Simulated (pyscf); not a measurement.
Optimised with ωB97X-D3(BJ)/def2-SVP in PySCF.

SMILES: F[SiH2][W]([F])([F])([F])([F])[F]
```xyz
10

F     -2.1493    -0.7329    -0.8841
Si    -0.9896    -0.3816    -1.9665
W      0.2784     1.5750    -0.9656
F      0.1119     2.1484     0.7919
F      0.6464     3.1849    -1.8103
F      1.3406     0.9602    -2.3898
F      1.1611     0.1847    -0.1009
F     -1.4984     2.1247    -1.0936
H     -1.5838     0.1124    -3.2312
H     -0.1043    -1.5542    -2.1276
```
Charge 0, spin multiplicity 1.

How much does it cost (ΔH, 298 K, ωB97M-D3(BJ)/def2-TZVP) to split F–SiH₂–W(F)(F)(F)(F)–F (SMILES F[SiH2][W]([F])([F])([F])([F])[F]) at its Si–W bond into F–SiH₂• + [F–W(F)(F)(F)–F]•?

Si–W to F–SiH₂• + [F–W(F)(F)(F)–F]•: 150.9 kJ/mol. The 7 functionals that were run give +142.9 (M06-2X) to +185.1 kJ/mol (ωB97X-D3(BJ)). The radicals are drawn with the spin at the cut bond; how far it spreads was not checked. Open-shell species with a d-block atom are single-reference here; other states, and whether the spin sits on metal or ligand, were not checked. Elements past Kr carry the def2 core potentials, without spin-orbit coupling.
